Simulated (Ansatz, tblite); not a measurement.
Removing and adding an electron: `c1csc(-c2ccc(-c3ccc(-c4ccc(-c5ccc(-c6ccc(-c7ccc(-c8ccc(-c9cccs9)s8)s7)s6)s5)s4)s3)s2)c1`. Total charge 0; singlet. Geometry: PBE-D4/def2-SVP. Ansatz, gas phase; energy differences of separate SCF runs; the oxidised species was run as a doublet alone; the reduced species was run as a doublet alone.

```xyz
65

C    13.888   -8.743   -0.062
C    13.590   -8.682   -1.411
S    12.168   -7.740   -1.707
C    11.946   -7.415    0.001
C    10.846   -6.612    0.484
C    10.595   -6.192    1.792
C     9.422   -5.414    1.919
C     8.746   -5.217    0.712
C     7.533   -4.485    0.460
C     6.826   -4.317   -0.734
C     5.663   -3.526   -0.596
C     5.450   -3.068    0.708
C     4.387   -2.251    1.228
C     4.217   -1.741    2.519
C     3.042   -0.976    2.677
C     2.279   -0.878    1.508
C     1.035   -0.181    1.314
C     0.339    0.620    2.226
C    -0.861    1.152    1.707
C    -1.117    0.775    0.384
C    -2.226    1.123   -0.461
C    -2.493    0.739   -1.779
C    -3.688    1.281   -2.297
C    -4.371    2.097   -1.389
C    -5.606    2.811   -1.581
C    -6.398    2.883   -2.732
C    -7.550    3.682   -2.574
C    -7.674    4.245   -1.299
C    -8.700    5.108   -0.779
C    -8.844    5.644    0.503
C    -9.985    6.465    0.650
C   -10.745    6.577   -0.516
C   -11.961    7.329   -0.726
C   -12.657    8.123    0.188
C   -13.821    8.724   -0.364
C   -14.018    8.394   -1.692
S   -12.776    7.342   -2.277
S   -10.016    5.644   -1.807
S    -6.324    3.758   -0.292
S    -3.496    2.180    0.128
S     0.167   -0.263   -0.207
S     3.052   -1.757    0.204
S     6.725   -3.640    1.768
S     9.595   -6.024   -0.593
C    12.959   -8.027    0.742
H    14.752   -9.291    0.339
H    14.126   -9.137   -2.252
H    11.255   -6.444    2.632
H     9.064   -4.998    2.871
H     7.155   -4.765   -1.682
H     4.984   -3.283   -1.425
H     4.941   -1.926    3.326
H     2.743   -0.503    3.622
H     0.704    0.814    3.243
H    -1.539    1.803    2.276
H    -1.825    0.075   -2.346
H    -4.058    1.086   -3.312
H    -6.136    2.366   -3.665
H    -8.290    3.856   -3.368
H    -8.129    5.438    1.312
H   -10.258    6.969    1.586
H   -12.327    8.262    1.226
H   -14.498    9.383    0.198
H   -14.824    8.710   -2.365
H    13.017   -7.961    1.836
```

The xTB rows come from tblite. Single mean-field runs in def2-SVP are fitted with def2-universal-jkfit.

```tsv
level	−HOMO (eV)	vertical IE (eV)	−LUMO (eV)	vertical EA (eV)	HOMO–LUMO gap (eV)	IE − EA (eV)
GFN1-xTB	10.09	11.23	8.80	7.64	1.29	3.59
GFN2-xTB	9.50	10.62	8.25	7.15	1.25	3.48
PBE-D4/def2-SVP	4.30	5.45	3.00	1.94	1.30	3.51
PBE0-D4/def2-SVP	5.01	5.82	2.55	1.83	2.46	3.99
r2SCAN0-D4/def2-SVP	5.12	5.86	2.59	1.88	2.52	3.99
```

 Raw xTB energy differences between charge states are shifted by several eV; the methods need an empirical correction for them. Sets without diffuse functions give affinities that are too small.
